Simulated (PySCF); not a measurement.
Two species compared at the same levels of theory.

First species: Si2H6.
SMILES: `[SiH3][SiH3]`

Second species: C3H6O3S.
Atom-mapped SMILES: `[CH2:1]=[CH:2][S:3](=[O:4])(=[O:5])[O:6][CH3:7]` (hydrogens: H8, H9 on C1; H10 on C2; H11, H12, H13 on C7)

Levels: PBE0/pcSseg-1 for dipole moment, HOMO energy, LUMO energy and HOMO–LUMO gap; PBE0-D3(BJ)/def2-SVP for rotational constant A and rotational constant C. Geometries: PBE0-D3(BJ)/def2-SVP. Each structure is a single optimised conformer of the isolated species, non-relativistic unless stated. Electronic properties by PySCF.

The conformers computed, where there is a choice (atom-mapped SMILES and torsion angles):
- `[CH2:1]=[CH:2][S:3](=[O:4])(=[O:5])[O:6][CH3:7]`: C1–C2–S3–O4 3°, C2–S3–O6–C7 176°

Problem. Which has the higher rotational constant C?

Solution. The first: 5.051 GHz against 1.688 GHz, a difference of 3.363 GHz.

Problem. Which of the two has the higher dipole moment, and by how much?

Solution. The second: 2.95 D against 0.00 D, a difference of 2.95 D.

Problem. Which has the higher rotational constant A?

Solution. The first: 42.419 GHz against 3.931 GHz, a difference of 38.488 GHz.

Problem. Which has the higher LUMO energy?

Solution. The first: 0.37 eV against -1.35 eV, a difference of 1.72 eV.

Problem. Which has the higher HOMO–LUMO gap?

Solution. The first: 8.85 eV against 7.10 eV, a difference of 1.75 eV.

On the first: Point group D3d forbids a permanent dipole, so the rigid molecule has no electric-dipole pure rotational spectrum.

On the second: The dipole equals about 9.8 × 10⁻³⁰ C·m (1 D = 3.33564 × 10⁻³⁰ C·m).
